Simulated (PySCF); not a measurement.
O3Te, SMILES [O-][Te+2]([O-])=O. The structure is a stationary point at PBE0-D3(BJ)/def2-SVP. The def2 effective core potentials stand for the cores of Te; spin–orbit coupling is left out.

Computed equilibrium geometry at PBE0-D3(BJ)/def2-SVP (PySCF confirms it by a frequency run) as a Z-matrix, and its point group:
point group D3h.
```
Te
O 1 1.8059
O 1 1.8059 2 120.00
O 1 1.8059 2 120.00 3 180.00
```
Charge 0, spin multiplicity 1.
